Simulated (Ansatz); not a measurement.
## A correction line for wB97M-V/def2-TZVPP: atomisation energy

The atomisation energy (no zero-point term) in kJ/mol of 6 Si-containing radicals: x at wB97M-V/def2-TZVPP, y at CCSD(T)/CBS estimate. Shapes, held fixed at every level: PBE0-D4/def2-TZVP. Flexible molecules stand in one conformer, not always the lowest. Programs: Ansatz 0.2.0.

| molecule | x (kJ/mol) | y (kJ/mol) |
| --- | --- | --- |
| Si2NH6 (SMILES [SiH3][N][SiH3]) | 2624 | 2614 |
| SiH(SiH3)2 | 2744 | 2755 |
| SiH(CH2)(CH3)F | 3714 | ? |
| Si(CH3)2(SH) | 3870 | 3856 |
| SiH(CH3)2S | 3883 | 3865 |
| C2H7N2Si (SMILES C=C[Si](N)N) | 4495 | 4476 |

Fit y = c + s·x to the known rows and predict y for SiH(CH2)(CH3)F.


1. Means of the 5 rows: x = 3523.20, y = 3513.2.
2. Σ(Δx)² = 2609835, Σ(Δx·Δy) = 2580460, so the slope is 2580460/2609835 = 0.98874.
3. Intercept: 3513.2 − (0.98874) × 3523.20 = 29.7. The largest residual of the fit is 12.
4. SiH(CH2)(CH3)F: 29.7 + 0.98874 × 3714 = 3702 kJ/mol.

CCSD(T)/CBS estimate gives 3710 kJ/mol, so the prediction is off by -8 kJ/mol, within the largest residual. Uncorrected, wB97M-V/def2-TZVPP misses SiH(CH2)(CH3)F by +4 kJ/mol, and the other rows by 14 on average. The line makes this one worse. Left out in turn, the other rows are missed by 10 kJ/mol on average. Spin contamination: C2H7N2Si (⟨S²⟩ up to 0.84). Open shells run unrestricted. The CBS estimate extrapolates MP2 from def2-TZVPP and def2-QZVPP and adds CCSD(T) − MP2 in the triple-zeta set, cores frozen.
